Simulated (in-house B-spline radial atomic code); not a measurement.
Ionising the oxygen ion O⁶⁺ with different functionals

Computed with a B-spline radial code for spherical atoms: non-relativistic Hamiltonian, point nucleus, spin-polarised at highest spin, spherical fractional occupations for the functionals, the average over the highest-spin determinants for Hartree-Fock. The ionisation energy is the difference of two self-consistent energies, 1s2 → 1s1, without Breit or QED terms; ε is the level of the shell that loses the electron (its least bound occupied spin orbital).

```json
{"method": "Hartree-Fock", "rung": "Hartree-Fock", "ΔSCF (eV)": "737.73", "-ε(1s) (eV)": "739.25"}
{"method": "HF fractional", "rung": "Hartree-Fock", "ΔSCF (eV)": "737.73", "-ε(1s) (eV)": "739.25"}
{"method": "LDA VWN5", "rung": "LDA", "ΔSCF (eV)": "732.95", "-ε(1s) (eV)": "687.29"}
{"method": "LDA PW92", "rung": "LDA", "ΔSCF (eV)": "732.92", "-ε(1s) (eV)": "687.27"}
{"method": "LDA exchange-only", "rung": "LDA", "ΔSCF (eV)": "729.05", "-ε(1s) (eV)": "684.52"}
{"method": "PBE", "rung": "GGA", "ΔSCF (eV)": "737.80", "-ε(1s) (eV)": "691.74"}
{"method": "PBEsol", "rung": "GGA", "ΔSCF (eV)": "735.43", "-ε(1s) (eV)": "689.52"}
{"method": "BLYP", "rung": "GGA", "ΔSCF (eV)": "?", "-ε(1s) (eV)": "?"}
{"method": "RPBE", "rung": "GGA", "ΔSCF (eV)": "?", "-ε(1s) (eV)": "?"}
{"method": "PW91", "rung": "GGA", "ΔSCF (eV)": "738.25", "-ε(1s) (eV)": "692.26"}
{"method": "BP86", "rung": "GGA", "ΔSCF (eV)": "739.31", "-ε(1s) (eV)": "692.43"}
{"method": "AM05", "rung": "GGA", "ΔSCF (eV)": "734.41", "-ε(1s) (eV)": "687.96"}
{"method": "OLYP", "rung": "GGA", "ΔSCF (eV)": "738.89", "-ε(1s) (eV)": "692.52"}
{"method": "TPSS", "rung": "meta-GGA", "ΔSCF (eV)": "739.16", "-ε(1s) (eV)": "695.41"}
{"method": "SCAN", "rung": "meta-GGA", "ΔSCF (eV)": "739.03", "-ε(1s) (eV)": "697.06"}
{"method": "r2SCAN", "rung": "meta-GGA", "ΔSCF (eV)": "739.03", "-ε(1s) (eV)": "697.06"}
{"method": "M06-L", "rung": "meta-GGA", "ΔSCF (eV)": "740.03", "-ε(1s) (eV)": "697.55"}
{"method": "revTPSS", "rung": "meta-GGA", "ΔSCF (eV)": "739.20", "-ε(1s) (eV)": "696.11"}
{"method": "PBE0", "rung": "global hybrid", "ΔSCF (eV)": "738.06", "-ε(1s) (eV)": "703.83"}
{"method": "B3LYP", "rung": "global hybrid", "ΔSCF (eV)": "738.76", "-ε(1s) (eV)": "701.97"}
{"method": "TPSSh", "rung": "global hybrid", "ΔSCF (eV)": "739.15", "-ε(1s) (eV)": "699.88"}
{"method": "M06-2X", "rung": "global hybrid", "ΔSCF (eV)": "739.37", "-ε(1s) (eV)": "715.18"}
{"method": "BHandHLYP", "rung": "global hybrid", "ΔSCF (eV)": "738.94", "-ε(1s) (eV)": "716.49"}
{"method": "r2SCAN0", "rung": "global hybrid", "ΔSCF (eV)": "739.00", "-ε(1s) (eV)": "707.76"}
{"method": "B97-1", "rung": "global hybrid", "ΔSCF (eV)": "739.14", "-ε(1s) (eV)": "702.40"}
{"method": "HSE06", "rung": "range-separated hybrid", "ΔSCF (eV)": "738.14", "-ε(1s) (eV)": "703.44"}
{"method": "wB97X", "rung": "range-separated hybrid", "ΔSCF (eV)": "740.68", "-ε(1s) (eV)": "704.08"}
{"method": "CAM-B3LYP", "rung": "range-separated hybrid", "ΔSCF (eV)": "738.59", "-ε(1s) (eV)": "703.83"}
{"method": "LC-wPBE", "rung": "range-separated hybrid", "ΔSCF (eV)": "737.93", "-ε(1s) (eV)": "697.91"}
```

(1) What does RPBE give?

(2) What does BLYP give?

(3) Among the functionals, which spreads more, the ΔSCF values or the orbital energies?

(4) How do they compare with the NIST value?

Results:

(1) ΔSCF 738.86 eV, and -ε(1s) = 692.30 eV.

(2) ΔSCF 738.79 eV, and -ε(1s) = 692.54 eV.

(3) The orbital energies: ΔSCF values span about 11.63 eV and the orbital energies 31.97 eV.

(4) NIST lists 739.327 eV (tabulated theory, ground level to ground level). Errors run from -10.27 to +1.36 eV; BP86 is closest (-0.01 eV), but part of that can be cancellation, since the calculations leave out relativity, Breit-QED terms. Hartree-Fock also lacks correlation.
